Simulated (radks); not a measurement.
Task: All-electron atom: Tm3+ in [Xe] 4f12. All-electron calculation, Dirac Kohn-Sham, BLYP, spin-unpolarised, spherical densities, point nucleus; open shells fill j = l - 1/2 first. Program: a radial shooting solver on a logarithmic mesh with Libxc functionals. Some entries of the table are withheld. Estimate them.

orbital,occ.,eigenvalue (eV),<r^2> (bohr^2)
1s1/2,2,-59258.63,0.0005483
2s1/2,2,-10019.58,0.008454
2p1/2,2,-9551.349,0.006088
2p3/2,4,-8570.800,0.007304
3s1/2,2,-2277.823,0.05571
3p1/2,2,(1),0.05148
3p3/2,4,(2),0.05828
3d3/2,4,-1513.811,(3)
3d5/2,6,-1468.576,(4)
4s1/2,2,-475.4494,0.2796
4p1/2,2,-392.6645,0.2914
4p3/2,4,-345.7898,0.3289
4d3/2,4,-209.6114,0.3692
4d5/2,6,-201.0647,0.3839
5s1/2,2,-83.5407,1.641
5p1/2,2,-60.4931,2.053
5p3/2,4,-54.2346,2.366
4f5/2,6,-36.1599,0.7210
4f7/2,6,-34.8873,0.7498
5d3/2,0,-25.3865,4.942
5d5/2,0,-24.8560,5.150
6s1/2,0,-24.3469,9.575
6p1/2,0,(5),12.65
6p3/2,0,(6),13.94

Result: 
(1) 3p1/2 eigenvalue (eV): -2071.925
(2) 3p3/2 eigenvalue (eV): -1864.917
(3) 3d3/2 <r^2> (bohr^2): 0.04577
(4) 3d5/2 <r^2> (bohr^2): 0.04765
(5) 6p1/2 eigenvalue (eV): -19.0553
(6) 6p3/2 eigenvalue (eV): -18.0135
